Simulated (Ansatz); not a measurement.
The lowest singlet and triplet of H2Si2 (SMILES [Si]=[SiH2]); geometries from B3LYP-D3(BJ)/def2-TZVP, each state relaxed from the structure named, with no frequency check.
Singlet (charge 0, multiplicity 1):
| atom | x (Å) | y (Å) | z (Å) |
|---|---|---|---|
| Si | 1.2270 | -0.0580 | 0.0111 |
| Si | -0.9703 | 0.0458 | -0.0087 |
| H | -1.8550 | -1.1448 | -0.0110 |
| H | -1.7388 | 1.3146 | -0.0214 |
Triplet (charge 0, multiplicity 3):
```tsv
atom	x (Å)	y (Å)	z (Å)
Si	1.2764	-0.0608	0.0115
Si	-1.0047	0.0478	-0.0091
H	-1.9586	-1.0982	-0.0180
H	-1.8455	1.2792	-0.0163
```

```tsv
level	gap E(singlet) − E(triplet), adiabatic (kcal/mol)	cost
R-HF/cc-pV(Q+d)Z	8.66	-
R-wB97X-V/def2-TZVPP	-7.28	×1
U-wB97M-V/def2-TZVPP	-8.21	×2
R-B2PLYP/def2-TZVPP	-7.43	×0.5
U-MP2/cc-pV(D+d)Z (spin-contaminated)	1.75	-
R-MP2/cc-pV(Q+d)Z	-8.47	-
U-SCS-MP2/cc-pV(T+d)Z (spin-contaminated)	0.47	-
R-SCS-MP2/cc-pV(Q+d)Z	-11.32	-
R-CCSDT/cc-pV(D+d)Z	-8.27	-
SA-CASSCF(4,4)/cc-pV(D+d)Z	-6.03	-
SA-CASSCF(4,4)/cc-pV(T+d)Z	-5.35	-
SC-NEVPT2 on SA-CASSCF(4,4)/cc-pV(D+d)Z	-9.15	-
FIC-NEVPT4(SD) on SA-CASSCF(4,4)/cc-pV(D+d)Z	-9.25	-
FIC-MRCISD+Q on SA-CASSCF(4,4)/cc-pV(Q+d)Z	-11.13	-
```

The rows run from -11.32 (R-SCS-MP2/cc-pV(Q+d)Z) to 8.66 kcal/mol (R-HF/cc-pV(Q+d)Z).

A positive gap puts the triplet lower; no zero-point energy. R- takes a restricted singlet. U- takes an unrestricted singlet (broken symmetry where lower, unprojected). The triplet is unrestricted in single-reference levels. Active spaces average the two states.

Frozen-core correlation.

Doubts at one or more of the structures used: a restricted determinant that unrestricted orbitals would lower (R-HF/cc-pV(Q+d)Z, R-B2PLYP/def2-TZVPP, R-MP2/cc-pV(Q+d)Z, R-SCS-MP2/cc-pV(Q+d)Z, R-CCSDT/cc-pV(D+d)Z).

Programs: Ansatz (Gaussian basis) for Hartree–Fock, density functionals and correlated methods. Each number belongs to the level named beside it.

Costs are rough ratios of core time to R-PBE/def2-TZVPP (about 11 s over the structures, on one shared machine); a dash marks a level with no comparable run of its own.

Ansatz is a first-principles code.
